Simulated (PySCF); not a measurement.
All values below come from PBE-D3(BJ)/def2-TZVP (PySCF 2.14.0). All species are isolated molecules in the gas phase. Excitations are Tamm–Dancoff values on a coarser integration grid. The basis has no diffuse functions, so Rydberg states are missing or too high.

Reference species (SMILES): `BrB([SiH3])Br` (neutral, multiplicity 1).

* **T1 excitation (TDA)**: 3.26 eV
* **LUMO**: -3.33 eV
* **S1 oscillator strength**: 0.002
* **HOMO**: -6.91 eV

Changed species: `BrB(Br)Br` (0 of 3 Br replaced by SiH3; the reference has 1 of 3 Br replaced by SiH3).

**Question.** What does the change do to the T1 excitation (TDA), LUMO, S1 oscillator strength and HOMO?

**Answer.** the T1 excitation (TDA) rises by 0.72 eV, to 3.98 eV; the LUMO goes up by 0.37 eV, to -2.96 eV; the S1 oscillator strength is nearly the same; the HOMO decreases by 0.12 eV, to -7.03 eV.
